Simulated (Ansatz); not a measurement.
`FC([SiH3])B[SiH3]` → `C[SiH](F)B[SiH3]`  (isomerisation)

Gas-phase electronic energies from Ansatz, PBE0-D4/def2-TZVP geometries. CCSD(T)/CBS adds triple-zeta CCSD(T) − MP2 to the extrapolated MP2 energy (def2 sets, frozen cores). Functionals use def2-TZVPP. B3LYP here is the variant with VWN-RPA as its local correlation; programs differ in this. Each species was taken in one conformer, which may not be the lowest.

Q: Is it downhill or uphill in electronic energy at CCSD(T)/CBS, and by how much? (An estimate is asked.)

A: Ansatz gave: Downhill: ΔE = -2.24 eV.

Q: What do these levels give: PBE-D4, B3LYP-D4, SCS-MP2/def2-TZVPP, CCSD/def2-TZVPP, CCSD(T)/def2-TZVPP, HF/CBS(def2)? (An estimate is asked.)

A: Ansatz gave: PBE-D4 -1.95, B3LYP-D4 -2.13, SCS-MP2/def2-TZVPP -2.25, CCSD/def2-TZVPP -2.26, CCSD(T)/def2-TZVPP -2.20, HF/CBS(def2) -2.48 eV.

Largest T1 diagnostic among the species: 0.014.

In def2-TZVPP, CCSD(T) changes the Hartree–Fock value by +0.26 eV (the triples alone add +0.07 eV) and MP2 by +0.21 eV. The D4 term adds +0.06 eV with B3LYP and +0.03 eV with PBE0; it sums over pairs of atoms, weighted by their polarisabilities, and B3LYP, whose exchange is more repulsive, gets the larger term.
